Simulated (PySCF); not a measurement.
H$_{8}$Ge$_{2}$Si (SMILES [GeH3][SiH2][GeH3]), singlet, geometry from GFN2-xTB, with bond 11-3 at 2.4 times its length; PySCF with SA2-CASSCF(4,4)/STO-3G.

Here is a job for PySCF.
```python
from pyscf import gto, scf, mcscf
import numpy

mol = gto.Mole()
mol.atom = '''
    Si   -0.03291802   -0.57713211   -0.91085473
    Ge    1.88988268    0.45981391   -0.07403076
    Ge   -1.87522015   -0.20229448    0.47994341
    H     0.20137694   -2.01861226   -1.03785832
    H    -0.32184500   -0.07099451   -2.25596927
    H     2.46510160    1.54086593   -0.94049729
    H     1.71504282    1.13986085    1.25306796
    H     3.05880630   -0.45164796    0.15795211
    H    -2.84110485   -1.34549813    0.58212661
    H    -2.74940872    0.95326672    0.09142629
    H    -1.06185499    0.50398131    3.91811050
'''
mol.basis = 'sto-3g'
mol.verbose = 4
mol.build()

mf = scf.RHF(mol)
mf.kernel()
mc = mcscf.CASSCF(mf, 4, 4)
mc.fix_spin_(ss=0.0)
mc = mc.state_average_([0.5, 0.5])
mc.kernel()
```

The log (banner, timings and long lists left out):

```
PySCF version 2.14.0

[INPUT] verbose = 4
[INPUT] num. atoms = 11
[INPUT] num. electrons = 86
[INPUT] charge = 0
[INPUT] spin (= nelec alpha-beta = 2S) = 0
[INPUT] symmetry False subgroup None
[INPUT] Mole.unit = angstrom
[INPUT] Symbol           X                Y                Z      unit          X                Y                Z       unit  Magmom
[INPUT]  1 Si    -0.032918020000  -0.577132110000  -0.910854730000 AA   -0.062206042363  -1.090621625592  -1.721265978965 Bohr   0.0
[INPUT]  2 Ge     1.889882680000   0.459813910000  -0.074030760000 AA    3.571360672759   0.868922358165  -0.139897861193 Bohr   0.0
[INPUT]  3 Ge    -1.875220150000  -0.202294480000   0.479943410000 AA   -3.543652506766  -0.382281163711   0.906961600190 Bohr   0.0
[INPUT]  4 H      0.201376940000  -2.018612260000  -1.037858320000 AA    0.380547264403  -3.814624323089  -1.961267980901 Bohr   0.0
[INPUT]  5 H     -0.321845000000  -0.070994510000  -2.255969270000 AA   -0.608198904561  -0.134160180248  -4.263164065735 Bohr   0.0
[INPUT]  6 H      2.465101600000   1.540865930000  -0.940497290000 AA    4.658366893227   2.911814602373  -1.777282298996 Bohr   0.0
[INPUT]  7 H      1.715042820000   1.139860850000   1.253067960000 AA    3.240961221702   2.154024826614   2.367955259867 Bohr   0.0
[INPUT]  8 H      3.058806300000  -0.451647960000   0.157952110000 AA    5.780306175094  -0.853490949119   0.298486228697 Bohr   0.0
[INPUT]  9 H     -2.841104850000  -1.345498130000   0.582126610000 AA   -5.368910057674  -2.542622966814   1.100059862721 Bohr   0.0
[INPUT] 10 H     -2.749408720000   0.953266720000   0.091426290000 AA   -5.195629485291   1.801413024462   0.172770648685 Bohr   0.0
[INPUT] 11 H     -1.061854990000   0.503981310000   3.918110500000 AA   -2.006615115103   0.952386647800   7.404155770783 Bohr   0.0

nuclear repulsion = 473.898265633705
number of shells = 29
number of NR pGTOs = 159
number of NR cGTOs = 53
basis = sto-3g
ecp = {}

******** <class 'pyscf.scf.hf.RHF'> ********
method = RHF
initial guess = minao
damping factor = 0
level_shift factor = 0
DIIS = <class 'pyscf.scf.diis.CDIIS'>
diis_start_cycle = 1
diis_space = 8
diis_damp = 0
SCF conv_tol = 1e-09
SCF conv_tol_grad = None
SCF max_cycles = 50
direct_scf = True
direct_scf_tol = 1e-13
Set gradient conv threshold to 3.16228e-05
Initial guess from minao.
init E= -4387.6435399446
  HOMO = -0.423703086881484  LUMO = -0.289743189535331  gap/eV = 3.64523
cycle= 1 E= -4393.04871836093  delta_E= -5.41  |g|= 0.629  |ddm|= 3.61
  HOMO = -0.112882266861901  LUMO = 0.0840867958269439  gap/eV = 5.35980
cycle= 2 E= -4393.27200406739  delta_E= -0.223  |g|= 0.325  |ddm|= 3.23
  HOMO = -0.0609596767557107  LUMO = 0.0176744612635361  gap/eV = 2.13974
cycle= 3 E= -4393.38645566672  delta_E= -0.114  |g|= 0.295  |ddm|= 2.54
  HOMO = -0.0909608836468717  LUMO = 0.017510202958303  gap/eV = 2.95165
cycle= 4 E= -4393.48115134565  delta_E= -0.0947  |g|= 0.0523  |ddm|= 0.862
  HOMO = -0.135304784797701  LUMO = 0.0685599088595218  gap/eV = 5.54744
cycle= 5 E= -4393.48343428546  delta_E= -0.00228  |g|= 0.0114  |ddm|= 0.125
  HOMO = -0.133161053558745  LUMO = 0.063972029340259  gap/eV = 5.36426
cycle= 6 E= -4393.48355541621  delta_E= -0.000121  |g|= 0.00182  |ddm|= 0.0397
  HOMO = -0.132111000177706  LUMO = 0.0635185296361788  gap/eV = 5.32335
cycle= 7 E= -4393.4835584326  delta_E= -3.02e-06  |g|= 0.000571  |ddm|= 0.00464
  HOMO = -0.132268242560906  LUMO = 0.063785276585192  gap/eV = 5.33489
cycle= 8 E= -4393.48355874752  delta_E= -3.15e-07  |g|= 5.05e-05  |ddm|= 0.00174
  HOMO = -0.132291445940579  LUMO = 0.0638073275793301  gap/eV = 5.33612
cycle= 9 E= -4393.48355874985  delta_E= -2.33e-09  |g|= 2.03e-05  |ddm|= 0.000185
  HOMO = -0.13228953674864  LUMO = 0.0638015945727758  gap/eV = 5.33591
cycle= 10 E= -4393.48355875015  delta_E= -2.93e-10  |g|= 7.11e-06  |ddm|= 4.58e-05
  HOMO = -0.132291494944655  LUMO = 0.0637998786613427  gap/eV = 5.33592
Extra cycle  E= -4393.48355875013  delta_E= 1.46e-11  |g|= 9.48e-06  |ddm|= 4.73e-05
converged SCF energy = -4393.48355875013

******** <class 'pyscf.mcscf.addons.StateAverageCASSCF'> ********
CAS (2e+2e, 4o), ncore = 41, nvir = 8
max_cycle_macro = 50
max_cycle_micro = 4
conv_tol = 1e-07
conv_tol_grad = None
orbital rotation max_stepsize = 0.02
orbital rotation threshold for CI restart = 0.01
augmented hessian ah_max_cycle = 30
augmented hessian ah_conv_tol = 1e-12
augmented hessian ah_linear dependence = 1e-14
augmented hessian ah_level shift = 1e-08
augmented hessian ah_start_tol = 2.5
augmented hessian ah_start_cycle = 3
augmented hessian ah_grad_trust_region = 3
kf_trust_region = 3
kf_interval = 4
ci_response_space = 4
ci_grad_trust_region = 3
with_dep4 0
natorb = False
canonicalization = True
sorting_mo_energy = False
ao2mo_level = 2
internal_rotation = False
******** <class 'pyscf.mcscf.addons.StateAverageSpinPenaltyFCISolver'> ********
max. cycles = 50
conv_tol = 1e-08
davidson only = True
linear dependence = 1e-12
level shift = 0.001
max iter space = 12
nroots = 2
pspace_size = 400
spin = None
State-average over 2 states with weights [0.5, 0.5]
CASCI E = -4393.52604795376  S^2 = 0.0000000
Set conv_tol_grad to 0.000316228
macro iter   1 ( 21 JK    4 micro), CASSCF E = -4393.55013259984  dE = -2.40846461e-02  S^2 = 0.0000000
               |grad[o]|=0.108  |ddm|=0.0232  |maxRot[o]|= 0.31
macro iter   2 ( 21 JK    4 micro), CASSCF E = -4393.55849992444  dE = -8.36732460e-03  S^2 = 0.0000000
               |grad[o]|=0.0493  |ddm|=0.026  |maxRot[o]|=0.303
macro iter   3 ( 12 JK    3 micro), CASSCF E = -4393.55885274198  dE = -3.52817540e-04  S^2 = 0.0000000
               |grad[o]|=0.0124  |ddm|=0.00403  |maxRot[o]|=0.0393
macro iter   4 (  6 JK    2 micro), CASSCF E = -4393.55885333785  dE = -5.95866368e-07  S^2 = 0.0000000
               |grad[o]|=0.000276  |ddm|=0.000166  |maxRot[o]|=0.00217
macro iter   5 (  1 JK    1 micro), CASSCF E = -4393.55885333789  dE = -3.91082722e-11  S^2 = 0.0000000
               |grad[o]|=1.78e-05  |ddm|=4.35e-06  |maxRot[o]|=    0
1-step CASSCF converged in   5 macro ( 61 JK  14 micro) steps
CASSCF canonicalization
Density matrix diagonal elements [1.48971811 1.29934359 1.18691609 0.02402221]
CASSCF energy = -4393.55885333789
CASCI E = -4393.55885333789  E(CI) = -2.62137155761775  S^2 = 0.0000000
CASCI state-averaged energy = -4393.55885333789
CASCI energy for each state
  State 0 weight 0.5  E = -4393.673236625 S^2 = 0.0000000
  State 1 weight 0.5  E = -4393.44447005078 S^2 = 0.0000000
```
